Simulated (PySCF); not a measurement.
C4H9B.
Cartesian coordinates in Å at the PBE0-D3(BJ)/def2-SVP level; atoms count from 1:
```xyz
14
C4H9B angstrom
B     -2.2776    0.6252    0.6453
C     -1.1079    0.0189   -0.1829
C      0.2576   -0.1370    0.4892
C      1.2980   -0.7265   -0.4101
C      2.4362   -0.1328   -0.7719
H     -3.3624    0.7695    0.1258
H     -2.1442    0.9629    1.8023
H     -1.0221    0.6274   -1.1069
H     -1.4723   -0.9525   -0.5779
H      0.6043    0.8402    0.8640
H      0.1416   -0.7805    1.3802
H      1.0753   -1.7265   -0.8076
H      3.1489   -0.6195   -1.4428
H      2.6995    0.8653   -0.4056
```

Theory: PBE0-D3(BJ)/def2-SVP geometry optimisation, gas phase in PySCF 2.14.0.

Masses are those of the commonest isotopes; rigid-rotor values at the optimised geometry. The values belong to one conformer with, in the numbering `[BH2:1][CH2:2][CH2:3][CH:4]=[CH2:5]`, H–B1–C2–C3 179° and -1°, B1–C2–C3–C4 180°, C2–C3–C4–C5 119°.

Problem. What are A, B and C (cm⁻¹)?

Solution. Ia = 26.51, Ib = 231.77, Ic = 236.36 u·Å²; 505379 MHz·u·Å²/I gives 19060, 2181 and 2138 MHz, that is A = 0.63578, B = 0.07274, C = 0.07132 cm⁻¹.

Problem. What kind of rotor is it?

Solution. A near-prolate asymmetric top. Ray's parameter κ = (2B − A − C)/(A − C) = -0.995; −1 is the prolate and +1 the oblate limit.

Problem. Is it planar, by Δ = Ic − Ia − Ib?

Solution. Not planar: Δ = Ic − Ia − Ib = -21.92 u·Å². For a rigid frame Δ = −2 Σ m c², so Σ m c² = 10.96 u·Å² lies off the ab plane: 6.01 from hydrogen and 4.95 from heavier atoms. The atom farthest from that plane is 1.34 Å away.

Problem. Predict some low-J microwave lines.

Solution. The dipole components are |μa| = 0.22 D, |μb| = 0.37 D, |μc| = 0.10 D. The squared components, which scale the intensities, stand as 0.34 : 1.00 : 0.07 (a : b : c). Some lines, for components of 0.1 D or more:

| type | branch | J(Ka,Kc) | MHz | lower level (cm⁻¹) |
| --- | --- | --- | --- | --- |
| a | R | 1(0,1) ← 0(0,0) | 4319 | 0.000 |
| a | R | 2(1,2) ← 1(1,1) | 8595 | 0.707 |
| a | R | 2(0,2) ← 1(0,1) | 8637 | 0.144 |
| a | R | 2(1,1) ← 1(1,0) | 8680 | 0.709 |
| b | Q | 1(1,0) ← 1(0,1) | 16922 | 0.144 |
| b | Q | 2(1,1) ← 2(0,2) | 16965 | 0.432 |
| b | R | 1(1,1) ← 0(0,0) | 21198 | 0.000 |
| b | R | 2(1,2) ← 1(0,1) | 25475 | 0.144 |
| b | Q | 2(2,0) ← 2(1,1) | 50639 | 0.998 |
| b | Q | 2(2,1) ← 2(1,2) | 50766 | 0.994 |
| b | R | 2(2,1) ← 1(1,0) | 59319 | 0.709 |
| b | R | 2(2,0) ← 1(1,1) | 59361 | 0.707 |

Whether it is a minimum is left open (no frequencies). Constants of a rigid frame at the computed geometry: no zero-point averaging, no centrifugal distortion. Quadrupole hyperfine structure (11B) is left out.

On one thread, Intel Xeon 6975P-C (x86_64), on a shared host, this took 20 s of wall time and 0.48 GiB of memory at its peak. These figures are those of the optimisation.
